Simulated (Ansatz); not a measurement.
CHBO2S. Charge 0, multiplicity 1. The bonds changed during the relaxation, so this is another structure than the one it started from. Geometry: relaxed with PBE0-D4/def2-TZVP. It is one conformer, not always the lowest.

```xyz
6

O     2.436    1.899   -0.643
C     1.509    1.281   -0.774
O     0.120   -0.409    1.765
B    -0.473   -0.536    0.723
S    -1.331   -0.714   -0.808
H    -2.261   -1.521   -0.263
```

What is the dipole moment at PBE/def2-TZVPP? (Estimate.)

Ansatz gave: 2.80 D, with components (-1.61, -0.52, -2.22) D in this frame, pointing from negative to positive charge.

And with r2SCAN, B3LYP, ωB97M-V? (Estimate.)

Computed: r2SCAN 2.95 D, B3LYP 3.06 D, ωB97M-V 3.08 D.

Give the Mulliken charges with PBE, r2SCAN, B3LYP in def2-TZVPP. (An estimate is asked.)

The calculation gave: 
| atom | PBE | r2SCAN | B3LYP |
| --- | --- | --- | --- |
| O1 | 0.07 | 0.01 | 0.02 |
| C2 | -0.05 | 0.01 | -0.01 |
| O3 | -0.15 | -0.21 | -0.20 |
| B4 | 0.11 | 0.15 | 0.17 |
| S5 | -0.11 | -0.08 | -0.11 |
| H6 | 0.14 | 0.13 | 0.13 |

B3LYP here is the variant with VWN-RPA as its local correlation; programs differ in this.
